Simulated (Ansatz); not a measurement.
`[NH2][SnH2][OH]` + `C[SiH](S)Cl` → `[OH][SnH2][SH]` + `C[SiH](N)Cl`  (redistribution)

Gas-phase electronic energies from Ansatz, PBE0-D4/def2-TZVP geometries. CBS: MP2 limit from def2 TZ/QZ plus the TZ coupled-cluster correction, frozen cores. Functionals use def2-TZVPP. def2 core potentials past Kr. For Sn outer-core shells are correlated without core-valence functions, which leaves a few kJ/mol of doubt a bond. Each species was taken in one conformer, which may not be the lowest.

```json
{"level": "revPBE-D4", "ΔE (kJ/mol)": "-68.8"}
{"level": "ωB97X-V", "ΔE (kJ/mol)": "-73.5"}
```

(1) What does CCSD(T)/CBS give? (Best estimate.)

Largest T1 diagnostic among the species: 0.013.

Results:

(1) The calculation gave: -72.5 kJ/mol. The listed levels differ from it by 3.7, -1.0 kJ/mol.

In def2-TZVPP, CCSD(T) changes the Hartree–Fock value by +13.4 kJ/mol (the triples alone add +2.0 kJ/mol) and MP2 by +13.6 kJ/mol. At CCSD(T), def2-SVP lies −4.9 kJ/mol from the extrapolated value and def2-TZVPP +0.7 kJ/mol. From BLYP to BHLYP (50 % exact exchange), in def2-TZVPP and without D4, ΔE moves by −6.1 kJ/mol.
